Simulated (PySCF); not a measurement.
LaO(OH) relaxed at several levels

Computed with PySCF 2.14.0, PBE0, def2-SVP on the ligands, density fitting, scalar-relativistic core potentials, no spin-orbit coupling, vacuum. Each row is relaxed at its own level from the same template. Distances are means of the shortest metal–ligand contacts, charges and spins Mulliken's. lcecp potentials hold a fixed number of 4f electrons in the core, out of states, spins and gaps.

```
level   basis on the metal  point group  M–O (Å)  M–OH (Å)  charge on M (e)  dipole (D)  HOMO–LUMO gap (eV)  strongest infrared band, degenerate modes summed (cm⁻¹)  unstable modes (below −25 cm⁻¹)
 PBE0  def2-SVP with ECP46           Cs    1.947     2.195             0.79        6.14                4.41                                                        –                                0
```

What does the calculation give for PBE0, lcecp-1-SVP with ECP46?

point group: Cs, M–O (Å): 1.914, M–OH (Å): 2.178, charge on M (e): 0.87, dipole (D): 6.02, strongest infrared band, degenerate modes summed (cm⁻¹): 793, unstable modes (below −25 cm⁻¹): 0.
```xyz
4

La    0.0075   -0.0357   -0.4848
O     1.2797    0.0249    0.9434
O    -2.0029    0.0252    0.3520
H    -2.4350    0.0740    1.2092
```

One start shape was tried for each, so a minimum needn't be the lowest isomer.
